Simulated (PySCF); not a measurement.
dimethylamine (C2H7N), singlet, at a GFN2-xTB geometry. Base run: B3LYP/6-31G (PySCF).

Geometry (Å):
```xyz
10

C     -0.0357    -0.1981     1.2089
N     -0.0115     0.5808    -0.0115
C     -0.0313    -0.2456    -1.2002
H      0.7950    -0.9172     1.2887
H      0.0016     0.4763     2.0624
H     -0.9723    -0.7554     1.2460
H      0.8175     1.1687    -0.0215
H      0.7996    -0.9671    -1.2486
H      0.0092     0.3948    -2.0796
H     -0.9678    -0.8039    -1.2188
```
All else is at PySCF's defaults.

The base run was repeated with changes; each row names its change, and settings that it needs were set with it.

```
change                                     E (Eh)  HOMO (eV)  HOMO-LUMO gap (eV)  dipole (D)  core-seconds (rough)
-------------------------------------  ----------  ---------  ------------------  ----------  --------------------
base                                   -135.12112      -5.60                7.90        1.23                     3
functional = wb97x_v                   -135.07207      -8.33               13.21        1.32                   200
functional = m062x                     -135.04303      -7.33               10.81        1.32                     4
functional = bhandhlyp                          …          …                   …           …                     2
functional = pbe; dispersion = d3zero  -134.93289      -4.30                5.98        1.18                     3
functional = b3lyp5                    -135.02616      -5.50                7.89        1.23                     2
functional = lda,vwn                   -133.88662      -4.32                5.79        1.21                     2
functional = wb97x                     -135.07907      -8.31               13.22        1.32                     5
functional = revpbe                    -135.07579      -4.29                6.08        1.18                     3
functional = blyp; dispersion = d4              …          …                   …           …                     3
functional = m06                       -135.01628      -5.86                8.54        1.29                     4
functional = pbe0                               …      -5.86                   …        1.29                     2
functional = hse06                              …          …                   …           …                     6
```

Problem. Complete the blanks.

Solution. 
- functional = bhandhlyp, E (Eh): -135.02140
- functional = bhandhlyp, HOMO (eV): -7.34
- functional = bhandhlyp, HOMO-LUMO gap (eV): 10.87
- functional = bhandhlyp, dipole (D): 1.33
- functional = blyp; dispersion = d4, E (Eh): -135.05063
- functional = blyp; dispersion = d4, HOMO (eV): -4.19
- functional = blyp; dispersion = d4, HOMO-LUMO gap (eV): 5.87
- functional = blyp; dispersion = d4, dipole (D): 1.14
- functional = pbe0, E (Eh): -134.95012
- functional = pbe0, HOMO-LUMO gap (eV): 8.52
- functional = hse06, E (Eh): -134.96119
- functional = hse06, HOMO (eV): -5.46
- functional = hse06, HOMO-LUMO gap (eV): 7.72
- functional = hse06, dipole (D): 1.28

Total energies compare only within one method and basis.
